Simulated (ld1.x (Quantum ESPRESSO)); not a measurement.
## erbium (Er), TM: configuration errors across variants

erbium, norm-conserving Troullier–Martins (Kleinman–Bylander form), made with ld1.x (Quantum ESPRESSO) 7.5 (PBE, scalar-relativistic). Core [Kr] 4d10 5s2, reference 4f12 5p6 5d0 6s2 6p0. Waves: 6s (bound): rc 2.50 bohr; 5p (bound): rc 1.95 bohr; 5d (bound, empty): rc 3.55 bohr; 4f (bound): rc 0.70 bohr. Local part: all-electron potential smoothed inside 3.50 bohr (lloc = -1). Core correction: none.

All-electron excitation energies from the reference (eV): (1) 4f12 5p6 5d0 6s1 6p0 6.382; (2) 4f12 5p6 5d0 6s0 6p0 18.336; (3) 4f11 5p6 5d0 6s0 6p0 44.551; (4) 4f12 5p6 5d0.5 6s1.5 6p0 1.467; (5) 4f12 5p6 5d1 6s1 6p0 2.946; (6) 4f13 5p6 5d0 6s0 6p0 8.258; (7) 4f12 5p6 5d1 6s0 6p0 8.920.

Errors AE − PS in meV (a dash: test not solved or not reliable):

| change | (1) | (2) | (3) | (4) | (5) | (6) | (7) | bound ghosts |
| --- | --- | --- | --- | --- | --- | --- | --- | --- |
| base | +2.4 | +6.1 | -744 | -0.2 | +0.9 | -610 | +2.5 | not determined |
| wave 5p (bound): rc 1.95 bohr becomes 5p (bound): rc 1.30 bohr | +2.5 | +6.4 | -810 | -0.1 | +1.0 | -630 | – | not determined |
| wave 5p (bound): rc 1.95 bohr becomes 5p (bound): rc 1.52 bohr | +2.4 | +6.2 | -799 | -0.1 | +1.0 | -626 | +2.6 | not determined |
| wave 5p (bound): rc 1.95 bohr becomes 5p (bound): rc 1.62 bohr | +2.5 | +6.3 | -789 | -0.2 | +1.0 | -624 | +2.6 | not determined |
| wave 5p (bound): rc 1.95 bohr becomes 5p (bound): rc 1.84 bohr | +2.4 | +6.1 | -758 | -0.2 | +0.9 | -615 | +2.5 | not determined |
| wave 5p (bound): rc 1.95 bohr becomes 5p (bound): rc 2.16 bohr | +2.4 | +5.9 | -710 | -0.2 | – | -601 | +2.6 | not determined |
| wave 5p (bound): rc 1.95 bohr becomes 5p (bound): rc 2.36 bohr | +2.4 | +5.8 | -696 | -0.2 | +0.9 | -596 | +2.7 | not determined |
| wave 5p (bound): rc 1.95 bohr becomes 5p (bound): rc 2.46 bohr | +2.4 | +5.9 | -689 | -0.2 | +0.9 | -594 | +2.7 | not determined |
| wave 5p (bound): rc 1.95 bohr becomes 5p (bound): rc 2.94 bohr | +2.4 | +5.1 | -699 | -0.2 | – | -597 | – | not determined |

Give the same row for: wave 5p (bound): rc 1.95 bohr becomes 5p (bound): rc 2.66 bohr.

+2.4, +6.0, -686, -0.2, +0.9, -593, +2.8; bound ghosts: not determined.
